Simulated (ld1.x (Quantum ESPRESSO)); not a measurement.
# Transferability test, RRKJ potential for silicon (Si)

ld1.x (Quantum ESPRESSO) 7.5 input, shortened:

```
&input
   title='Si', zed=14., rel=2, dft='PBE', iswitch=3,
   config='[Ne] 3s2 3p1.5 3d-2', rel_dist='average'
 /
 &inputp
   pseudotype=2, tm=.false., rho0=0.01, lloc=-1, rcloc=1.15,
   nlcc=.false.
 /
3
3S  1  0   2.00   0.00  1.55  1.55  0.0
3P  2  1   1.50   0.00  2.30  2.30  0.0
3D  3  2  -2.00   0.10  1.95  1.95  0.0
 &test
   configts(1)='3s2 3p1.5'
 /
```

Open shells are filled in proportion to 2j + 1 (rel_dist='average').

Energies are relative to the spin-unpolarised reference configuration 3s2 3p1.5; without spin polarisation the order of configurations can differ from experiment.

| valence configuration | charge | ΔE all-electron (eV) | error AE − PS (meV) |
| --- | --- | --- | --- |
| 3s2 3p2 | 0 | -2.922 | +0.6 |
| 3s2 3p0 | +2 | 20.811 | +35 |
| 3s0 3p4 | 0 | 10.857 | +1.0 |
| 3s2 3p2.3 | -0.3 | -3.852 | +1.1 |
| 3s1 3p2 | +1 | 12.249 | +4.8 |
| 3s1 3p3 | 0 | 3.893 | +0.3 |

(1) What are ΔE and the potential's error for 3s2 3p1?

## Answers

(1) ΔE = 4.819 eV all-electron; the error (AE − PS) is +1.7 meV.
